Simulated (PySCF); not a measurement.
# CoCl2: fields on a plane

Method: UPBE0/[Co def2-SVP, Cl def2-SVP], no relativity, density fitting, PySCF.

The quartet minimum has Co–Cl 2.102 Å (×2); Cl–Co–Cl 180.0°.

The plane holds Co1 at (0.00, 0.00), Cl2 at (2.10, 0.00), Cl3 at (-2.10, 0.00) Å. Columns run from x = -4.05 to 4.35 Å, rows from y = 2.25 (top) to -1.95 Å, in steps of 0.3 Å. Other isomers or separated fragments may lie lower.

Question: Give the electron localisation function (set to 0 where the density is under 0.005 e/Å³). Lower edges of the bins: '_' 0.000, '.' 0.089, ':' 0.179, '-' 0.268, '=' 0.358, '+' 0.447, '*' 0.536, '#' 0.626, '%' 0.715, '@' 0.805; top 0.89, each point printed twice.

Answer: 
```
__________________________________________________________
________....::....____________________....::....__________
______::==++++++==--::..________..::--==++++++==::________
____::++**######**++--............--++**######**++::______
__::==**%%@@@@@@%%##==..__....__..==##%%@@@@@@%%**==::____
__--++##@@@@@@@@@@%%++....----....++%%@@@@@@@@@@##++--____
..--**%%@@##....##@@==..==####==..==@@##....##@@%%**--..__
..==**@@@@..@@@@..@@==--@@....@@--==@@..@@@@..@@@@**==..__
..==**@@@@..@@@@..@@==--@@....@@--==@@..@@@@..@@@@**==..__
..--**%%@@##....##@@==..==####==..==@@##....##@@%%**--..__
__--++##@@@@@@@@@@%%++....----....++%%@@@@@@@@@@##++--____
__::==**%%@@@@@@%%##==..__....__..==##%%@@@@@@%%**==::____
____::++**######**++--............--++**######**++::______
______::==++++++==--::..________..::--==++++++==::________
________....::....____________________....::....__________
```

Question: Give the spin density (e/Å³) (cut at ±0.5 e/Å³). Lower edges of the bins (e/Å³): '0' -0.014, '1' 0.037, '2' 0.089, '3' 0.140, '4' 0.191, '5' 0.243, '6' 0.294, '7' 0.346, '8' 0.397, '9' 0.449; top 0.50.

Answer: 
```
00000000000000000000000000000
00000000000000000000000000000
00000000000000000000000000000
00000000000000000000000000000
00000000000001100000000000000
00000010000136631000010000000
00000111000299992000111000000
00000000000199991000000000000
00000000000199991000000000000
00000111000299992000111000000
00000010000136631000010000000
00000000000001100000000000000
00000000000000000000000000000
00000000000000000000000000000
00000000000000000000000000000
```

With open d or f shells other occupations or spin states may lie lower.
